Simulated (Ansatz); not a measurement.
H4O3SSi, SMILES `O[Si](O)(O)S`. Charge 0, multiplicity 1.

Cartesian coordinates in Å:
```
O 0.153 1.596 -0.040
Si 0.042 -0.025 0.088
O -1.341 -0.318 0.900
O 1.238 -0.751 0.933
S 0.149 -0.814 -1.881
H -0.245 2.102 0.672
H -1.505 -1.220 1.179
H 2.118 -0.733 0.554
H -0.608 0.163 -2.406
```

Task: What are the harmonic wavenumbers in cm⁻¹ at PBE0-D4/def2-TZVP (Ansatz, finite differences of forces, unscaled)? (An estimate is asked.)

Result: The calculation gave: 131, 187, 217, 261, 267, 305, 329, 338, 364, 531, 729, 808, 828, 836, 874, 976, 999, 2718, 3905, 3921, 3925.

Task: Is this a minimum?

Result: Yes, all 21 modes are real.

Task: Give the ideal-gas thermochemistry at 298.15 K and 1 bar (rigid rotor, harmonic oscillator; point group C1, symmetry number 1).

Result: Zero-point energy 140.2 kJ/mol; H(298) − E = 163.0 kJ/mol; entropy 353.1 J/(mol·K), of which translation 167.7, rotation 113.3, vibration 72.0; G(298) − E = 57.8 kJ/mol.
